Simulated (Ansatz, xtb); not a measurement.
Ranking isomers of C5H7B

3 gas-phase structures of C5H7B, from a drawn sample of its isomers (lower ones may exist). Each was relaxed with GFN2-xTB:

A. `CC1=CC=CB1`, a singlet
B. `CB1C=CC=C1`, a singlet
C. `CC1=CBC=C1`, a singlet

Q: Make a reasoned guess at their ranking by r2SCAN-D4/def2-SVP single-point energy.

A: Calculated order at r2SCAN-D4/def2-SVP: B (0.000), C (0.350), A (0.500) eV.

Energies above the lowest of each column, in eV; the last columns are at PBE0-D3(BJ)/def2-SVP geometries:

```tsv
structure	GFN2-xTB	HF/STO-3G	r2SCAN-D4/def2-SVP	PBE0-D3(BJ)/def2-SVP	CCSD(T)/def2-SVP + ΔMP2/def2-TZVPP
B	0.290	0.000	0.000	0.000	0.000
C	0.000	0.256	0.350	0.328	0.326
A	0.098	0.347	0.500	0.456	0.458
```

CCSD(T)/def2-SVP + ΔMP2/def2-TZVPP puts B lowest; GFN2-xTB picks C. ΔMP2 is the change of the MP2 energy from the smaller to the larger basis.

Programs: Ansatz 0.2.0, xtb 6.7.1.
